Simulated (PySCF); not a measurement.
ZnF, SMILES [Zn+][F], charge +1.

The structure is a stationary point at B3LYP-D3(BJ)/def2-TZVPD. The spin state was assumed, not searched.

The numbers are results of r2SCAN/def2-TZVPD run with PySCF, not measurements.

Gas-phase values at a fixed geometry.

```
Property                                                           Value
------------------------------------------------  ----------------------
total energy                                         -1878.87197 hartree
point group                                                          C∞v
highest occupied level                                         -15.58 eV
lowest empty level                                             -12.55 eV
orbital gap                                                      3.03 eV
dipole moment about the centre of nuclear charge                  5.67 D
mean static polarisability                          15.1 bohr³ (2.24 Å³)
polarisability, principal values                  12.0, 12.0, 21.3 bohr³
```
